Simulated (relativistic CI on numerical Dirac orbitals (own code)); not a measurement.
## Tb¹²⁺: computed level list

Method of calculation: Dirac-Coulomb-Breit CI, orbitals from a KLI potential per configuration, model QED, unscaled Slater integrals (own radial code, finite nucleus).

Configurations in the expansion (outside the closed core [Kr] 4d10): 4f5.5s2, 4f7, 4f6.5s, 4f4.5s2.5p, 4f5.5s.5p, 4f4.5s2.5d, 4f3.5s2.5p.6s, 4f4.5s2.6s, 4f4.5s2.7s, 4f4.5s.6s2, 4f3.5s2.6s2, 4f2.5s2.5p.6s2, 4f3.5s.5p.6s2, 4f2.5s2.5d.6s2, 4f2.5s2.6s2.7s. Double excitations out of closed p, d and f shells are left out; levels of such configurations are missing from the list, as are those of other unlisted configurations, and high levels can miss mixing partners.

The lowest level is 4f5.5s2 6H°_5/2, with 95 % of that term; Hund's rules for 4f5.5s2 give 6H° with J = 5/2, in agreement.

```
No.  Configuration  Term     J  E (cm⁻¹)   %  Next component (%)  Landé g  Lifetime (s)
  1        4f5.5s2   6H°   5/2       0.0  95               5 4G°    0.298              
  2        4f5.5s2   6H°   7/2    1921.8  97               3 4G°    0.829      1.67e+00
  3        4f5.5s2   6H°   9/2    4127.7  98               2 4G°    1.070      8.76e-01
  4        4f5.5s2   6H°  11/2    6510.5  98               1 4I°    1.199      7.34e-01
  5        4f5.5s2   6H°  13/2    8991.2  97               3 4I°    1.276      8.37e-01
  6        4f5.5s2   6H°  15/2   11502.6  94               5 4I°    1.325      1.44e+00
  7        4f5.5s2   6F°   1/2   11524.9  96               4 4D°   -0.646      8.76e+02
  8        4f5.5s2   6F°   3/2   11907.9  94               3 4D°    1.053      1.38e+01
  9        4f5.5s2   6F°   5/2   12754.6  92               4 4F°    1.298      3.36e+00
 10        4f5.5s2   6F°   7/2   14348.7  94               4 4F°    1.386      1.88e+00
 11        4f5.5s2   6F°   9/2   16532.9  96               3 4F°    1.427      1.32e+00
 12        4f5.5s2   6F°  11/2   19084.7  97               3 4G°    1.448      1.61e+00
 13        4f5.5s2   4G°   5/2   29443.7  48              34 4F°    0.790      2.05e-02
 14        4f5.5s2   4F°   3/2   30685.5  95               3 6F°    0.428      4.09e-02
 15        4f5.5s2   4M°  15/2   31855.7  76              10 2L°    0.866      4.98e-01
 16        4f5.5s2   4G°   7/2   33286.0  58              31 4F°    1.075      2.38e-02
 17        4f5.5s2   4I°   9/2   33680.9  94               4 2H°    0.738      5.18e-02
 18        4f5.5s2   4I°  11/2   34371.8  67              29 4K°    0.911      3.87e-02
 19        4f5.5s2   4I°  13/2   35055.9  45              32 4K°    1.007      4.09e-02
 20        4f5.5s2   4M°  17/2   35066.5  86               8 4L°    0.981      7.86e-01
 21        4f5.5s2   4F°   5/2   37246.7  51              39 4G°    0.857      2.07e-02
 22        4f5.5s2   4I°  15/2   37303.2  48              21 4K°    1.108      3.24e-02
 23        4f5.5s2   4M°  19/2   37738.1  91               6 4L°    1.070      1.16e+00
 24        4f5.5s2   4G°   9/2   38054.5  72              20 4F°    1.191      3.20e-02
 25        4f5.5s2   4M°  21/2   39853.2  93               7 2N°    1.135      3.42e+00
 26        4f5.5s2   4L°  13/2   40510.9  62              34 4I°    0.912      5.15e-02
 27        4f5.5s2   4K°  11/2   41193.0  67              30 4I°    0.832      6.15e-02
 28        4f5.5s2   4D°   5/2   41587.4  31              29 4P°    1.511      5.61e-02
 29        4f5.5s2   4L°  15/2   41947.0  53              19 4I°    1.036      8.12e-02
 30        4f5.5s2   4F°   7/2   42004.0  57              32 4G°    1.146      2.46e-02
 31        4f5.5s2   4G°  11/2   43070.7  79              18 4H°    1.239      8.10e-02
 32        4f5.5s2   4L°  17/2   43671.1  47              42 4K°    1.106      1.58e-01
 33        4f5.5s2   4K°  13/2   44136.3  61              14 4L°    0.953      1.48e-01
 34        4f5.5s2   4D°   1/2   44198.9  59              38 2P°    0.232      2.44e-02
 35        4f5.5s2   6P°   3/2   44355.5  44              26 4D°    1.857      5.99e-02
 36        4f5.5s2   4F°   9/2   45977.4  65              13 4H°    1.246      3.70e-02
 37        4f5.5s2   4D°   7/2   46940.2  66              26 6P°    1.483      6.56e-02
 38        4f5.5s2   4K°  17/2   47321.0  38              29 4L°    1.101      3.18e-01
 39        4f5.5s2   4K°  15/2   47376.2  56              33 4L°    1.048      1.57e-01
 40        4f5.5s2   4H°   7/2   47536.5  90               6 2G°    0.691      3.66e-02
 41        4f5.5s2   4D°   3/2   47960.9  58              31 6P°    1.579      2.83e-02
 42        4f5.5s2   4L°  19/2   48420.5  86               7 4M°    1.143      1.95e-01
 43        4f5.5s2   6P°   5/2   48936.8  54              32 4D°    1.611      4.24e-02
 44        4f5.5s2   4H°   9/2   48984.7  70              16 4G°    1.019      2.94e-02
 45        4f5.5s2   4H°  11/2   49508.5  67              21 4G°    1.148      3.08e-02
 46        4f5.5s2   4H°  13/2   49636.6  89               6 4I°    1.214      5.12e-02
 47        4f5.5s2   2L°  15/2   50914.6  53              22 2K°    0.998      2.16e-02
 48        4f5.5s2   4G°   9/2   51422.3  58              14 4F°    1.140      2.28e-02
 49        4f5.5s2   4G°   7/2   51639.9  85               7 2G°    1.001      2.26e-02
 50        4f5.5s2   6P°   7/2   51833.8  71              24 4D°    1.614      1.33e-01
 51        4f5.5s2   4G°   5/2   51987.9  94               3 2F°    0.600      3.87e-02
 52        4f5.5s2   4P°   1/2   52838.7  67              19 2P°    1.903      4.62e-02
 53        4f5.5s2   4P°   3/2   53938.3  48              24 2P°    1.732      9.80e-02
 54        4f5.5s2   4G°  11/2   54295.6  79              11 2H°    1.241      1.87e-02
 55        4f5.5s2   2L°  17/2   55774.4  47              18 2M°    1.057      4.49e-02
 56        4f5.5s2   2K°  13/2   55904.2  83               7 4I°    0.938      2.41e-02
 57        4f5.5s2   2F°   5/2   56230.6  32              26 4D°    1.175      1.91e-02
 58        4f5.5s2   2N°  19/2   56708.3  80              16 2M°    0.973      5.60e-02
 59        4f5.5s2   4P°   5/2   57546.7  48              27 2F°    1.388      3.15e-02
 60        4f5.5s2   4F°   9/2   57574.5  42              29 4G°    1.164      3.98e-02
 61        4f5.5s2   2N°  21/2   58030.1  62              32 2O°    1.023      5.12e-02
 62        4f5.5s2   4I°   9/2   58376.1  37              36 4F°    1.000      7.28e-02
 63        4f5.5s2   2M°  17/2   59225.9  74              23 2L°    0.976      7.56e-02
 64        4f5.5s2   2P°   1/2   60637.6  43              33 4P°    1.167      2.14e-02
 65        4f5.5s2   4F°   7/2   60735.7  88               4 2F°    1.219      1.24e-01
 66        4f5.5s2   4I°  11/2   61033.3  72              19 2H°    1.000      8.28e-02
 67        4f5.5s2   4I°  15/2   61915.3  80              17 2K°    1.170      8.03e-02
 68        4f5.5s2   4F°   5/2   62251.7  89               5 2D°    1.030      8.12e-02
 69        4f5.5s2   4I°  13/2   62294.2  74              14 2K°    1.090      7.09e-02
 70        4f5.5s2   4F°   3/2   62418.3  84              11 2D°    0.502      1.25e-01
```

Energies count from the lowest computed level; ° marks odd parity; lifetimes are radiative, by E1, M1, E2, M2, E3 decay to levels of this space only.

The mean weight of the leading LS term, summed over parents, in these 70 levels is 71 %, and that of the leading jj configuration (from the same eigenvectors) 50 %, so LS coupling describes them better.

At this charge energies of transitions that change n are usually good to better than 1 %, and those within a shell (Δn = 0) to a few per cent. Terms inside the open d or f shell come out 10 to 20 % too wide with unscaled integrals. Levels and lines within the n = 5 or 6 shells can be off by up to 10 % or somewhat more, and those that change n by about 2 %, since core polarisation is missing.

Landé's interval rule says that E(J) − E(J−1) = AJ with one A. For the ground term the intervals give A = 549.1, 490.2, 433.2, 381.6, 334.9 cm⁻¹ for J = 7/2, 9/2, 11/2, 13/2, 15/2; the multiplet is regular.

LS names give the leading component of a level, which can be under half, so a name can repeat, a term be missing and a line seem to break the LS rules.
